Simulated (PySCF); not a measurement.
NMR data simulated for an unnamed compound:

1H NMR (400 MHz, computed): δ 6.54 (m, 1H), 6.49 (m, 1H), 6.49 (m, 1H), 6.39 (m, 1H), 4.39 (m, 1H), 4.05 (m, 1H), 1.07 (m, 2H).

13C{1H} NMR (computed): δ 147.0 (CH2), 136.7 (CH).

Computed data (PySCF 2.14.0 with density-fitted response routines): GIAO PBE0/pcSseg-1 shieldings, coordinates at the GFN2-xTB level. No solvent model, non-relativistic, a single conformation, equivalent nuclei averaged.

δ = σ(ref) − σ, references computed at the same level: 1H (σref 31.72), 13C (σref 186.93) against TMS.

Problem. Which of these does the molecule contain: an OH group, a vinyl group CH=CH2, a non-aromatic C=C double bond, a Si–CH3 group, a benzene ring, a Si–H bond?

Solution. 
- An OH group: no.
- A vinyl group CH=CH2: yes (δC 147.0, 136.7; δH 6.49 (m), 6.54 (m), 6.49 (m)).
- A non-aromatic C=C double bond: yes.
- A Si–CH3 group: no.
- A benzene ring: no.
- A Si–H bond: yes (δH 4.39 (m), 4.05 (m)).

The data belong to `C=C[SiH2][Si@H](F)P`, C2H8FPSi2; they needn't prove each group on their own.

Carbon signals by region: 2 in the sp2 and nitrile region (100–160 ppm).

Splittings by 19F and 31P in the carbon and heteronuclear signals aren't shown, as no couplings were computed. Shifts are as computed. Against solution values, carbons near 30 ppm lie about +3 ppm off and those near 130 ppm about +5 ppm. Of 1211 compounds with measured shifts, 218 miss one by over three times the rms of a fit or turn the order of signals round; such compounds aren't used in these exercises. Multiplicities follow the n + 1 count of equivalent neighbours, as no J values were calculated; m marks all less simple cases, F and P coupling included.
